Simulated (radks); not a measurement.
Task: Radial electron density D(r) = 4 pi r^2 rho(r) of an atom or ion with 15 electrons. Calculated with a radial shooting solver on a logarithmic mesh with Libxc functionals: scalar-relativistic Kohn-Sham, MS2 meta-GGA, spin-polarised, spherical densities, finite nucleus; meta-GGA in the generalised Kohn-Sham scheme; Fermi nuclear charge, rms radius of each element as measured or else 0.836 A^(1/3) + 0.57 fm.

r (bohr)  D(r) (e/bohr)  spin D(r)
0.001005          5.715   0.000714
0.001247          8.029    0.00113
0.001547          11.19    0.00184
0.001921          15.43    0.00311
0.002384          21.01    0.00547
0.002958          28.17    0.00995
0.003672          37.05     0.0187
0.004557          47.58     0.0357
0.005656          59.33     0.0693
0.007019          71.36      0.135
0.008711          82.17      0.259
0.01081           89.84      0.490
0.01342           92.62      0.902
0.01665           90.02       1.59
0.02067           83.93       2.66
0.02565           78.98       4.11
0.03184           80.81       5.74
0.03951           91.72       6.94
0.04904           106.2       6.78
0.06086           111.5       4.61
0.07494           98.17       1.43
0.093             69.14     0.0139
0.1154            43.18       3.98
0.1433            34.35       12.5
0.1778            34.96       18.6
0.2207            28.56       16.3
0.2739            14.64       8.50
0.3399            4.228       2.49
0.4218           0.6193      0.376
0.5236          0.04015     0.0253
0.6498        0.0009676   0.000642

What is the nuclear charge?

Result: Z = 69. The innermost maximum, from 1s, lies near gamma/Z bohr with gamma = sqrt(1 - (Z/c)^2) = 0.864, here 0.0125 bohr (found: 0.0134), and its height grows with Z. The density is that of the thulium ion Tm54+ in [Ne] 3s2 3p3; the configuration itself is not fixed sharply by these data, and Z only to a few units. D(r) has 3 maxima, at r = 0.0134, 0.0585, 0.174 bohr, and minima at 0.0273, 0.147 bohr, inside which lie 1.98, 10.63 electrons.
